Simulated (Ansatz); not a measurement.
CH6BrClOSi2, SMILES `CO[Si]([SiH3])(Cl)Br`, relaxed with RKS PBE0-D4/def2-TZVP in Ansatz 0.2.0 from a PBE-D4/def2-SVP geometry. The force threshold is 0.005 eV/Å; the program also tests the step.

Charge 0, multiplicity 1.

Start:

```xyz
12

C    -0.652   -2.235    0.051
O    -0.229   -0.940    0.461
Si    0.043    0.359   -0.537
Si    0.696    2.191    0.758
Cl   -1.700    0.795   -1.605
Br    1.640   -0.149   -2.042
H    -0.763   -2.863    0.957
H    -1.630   -2.191   -0.477
H     0.095   -2.708   -0.623
H     0.935    3.347   -0.171
H    -0.396    2.537    1.732
H     1.961    1.857    1.496
```

Problem. How much energy does the relaxation release, and in how many steps? (An estimate is asked.)

Solution. Ansatz gave: 0.07 eV, in 6 steps.

Problem. Which bonds change most? (Estimate.)

Solution. The calculation gave: O2–Si3 from 1.661 to 1.620 Å; Si3–Cl5 from 2.090 to 2.058 Å; Si3–Br6 from 2.252 to 2.228 Å; C1–H9 from 1.112 to 1.093 Å.

Problem. Give the relaxed structure. (Estimate.)

Solution. Ansatz gave: 
```xyz
12

C    -0.646   -2.217    0.046
O    -0.234   -0.921    0.440
Si    0.033    0.350   -0.530
Si    0.690    2.176    0.756
Cl   -1.671    0.779   -1.600
Br    1.607   -0.159   -2.022
H    -0.743   -2.822    0.948
H    -1.612   -2.179   -0.466
H     0.094   -2.675   -0.615
H     0.931    3.319   -0.159
H    -0.388    2.515    1.720
H     1.939    1.834    1.483
```
